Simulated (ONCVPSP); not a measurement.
argon: ONCV pseudisation with LDA (Perdew-Wang 92), scalar-relativistic reference atom.

argon, optimised norm-conserving Vanderbilt (ONCV), made with ONCVPSP 4.0.1 (LDA (Perdew-Wang 92), scalar-relativistic). Core [Ne], reference 3s2 3p4.5 (charge +1.5). Waves: 3s: rc 1.05 bohr, ncon 4, nbas 8, qcut 4.8 1/bohr, 2 projectors, debl 2.9 Ha; 3p: rc 0.95 bohr, ncon 4, nbas 7, qcut 9.1 1/bohr, 1 projector; d scattering state at 0.02 Ha: rc 0.85 bohr, ncon 4, nbas 8, qcut 9.6 1/bohr, local. Local part: the d channel. Core correction: none.

* Cutoffs needed: 127 Ha and 165 Ha (the cutoffs (Ha) at which the residual kinetic energy of the hardest occupied pseudo-wave falls to 1 and 0.1 mHa per electron)
* Ghost test: no bound ghost flagged; GHOST(+) flagged for s at 175.9 eV
* Largest excitation error: +22 meV (all-electron minus pseudo) for 3s2 3p6, out of 4 test configurations
